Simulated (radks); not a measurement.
Results of a calculation; reference values are marked as such.
Excited configurations of neutral samarium: one electron is placed in a higher orbital outside [Xe] 4f6 6s1. The ground configuration is [Xe] 4f6 6s2. Level of theory: Dirac Kohn-Sham, LDA (Slater exchange, Perdew-Wang correlation), spin-unpolarised, spherical densities, finite nucleus; open shells fill j = l - 1/2 first; Fermi nuclear charge, rms radius 5.0819 fm (a radial shooting solver on a logarithmic mesh with Libxc functionals). Excitation = E - E(ground); binding = E(ion) - E, where the ion is the core of charge +1; n* = 1/sqrt(2 binding) in atomic units, and the quantum defect is n - n*.

| outer orbital | excitation (eV) | binding (eV) | n* | quantum defect | eigenvalue (eV) | <r> (bohr) |
|---|---|---|---|---|---|---|
| 5d3/2 | 1.927 | 4.212 | 1.797 | 3.203 | -1.301 | 3.593 |
| 5f5/2 | 5.205 | 0.935 | 3.815 | 1.185 | -0.429 | 16.67 |
| 6p1/2 | 2.378 | 3.761 | 1.902 | 4.098 | -1.922 | 5.546 |
| 6f5/2 | 5.481 | 0.659 | 4.545 | 1.455 | -0.372 | 28.03 |
| 7p1/2 | 4.524 | 1.616 | 2.902 | 4.098 | -0.939 | 12.76 |
| 7f5/2 | 5.659 | 0.480 | 5.325 | 1.675 | -0.296 | 42.01 |

The Delta-SCF ionisation energy is 6.139 eV (NIST Atomic Spectra Database: 5.644 eV, measured). Self-interaction in the functional shifts the binding energies and quantum defects, so they are the method's values and not measured ones. Spin polarisation and multiplet splitting are left out, so open shells lie too high by an amount that depends on their filling.

Beside tabulated values, note that spin-unpolarised runs miss the spin-polarisation part of the exchange energy of open shells.
